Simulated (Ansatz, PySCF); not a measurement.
Molecule (SMILES): FC(F)=C.
Geometry (B3LYP-D3(BJ)/def2-TZVP, fixed):
```
C
C 1 1.3156
F 1 1.3225 2 125.22
F 1 1.3225 2 125.22 3 -180.00
H 2 1.0775 1 119.81 3 0.00
H 2 1.0775 5 120.39 1 180.00
```

Near-linear dependence at HF/aug-cc-pVTZ with PySCF (spherical functions, density fitting): canonical orthogonalisation drops combinations whose overlap eigenvalue lies under the threshold. The set has 230 functions.

```tsv
threshold	orbitals kept	energy minus last row (mEh)	SCF cycles
1e-3	219	19.816	11
1e-4	226	0.121	11
1e-5	230	0.000	11
1e-6	230	0.000	11
1e-7	230	0.000	11
1e-9	230	0.000	11
```

The smallest overlap eigenvalue is 2.2e-05. Ansatz (an electronic-structure program) at its default drops 0 functions.
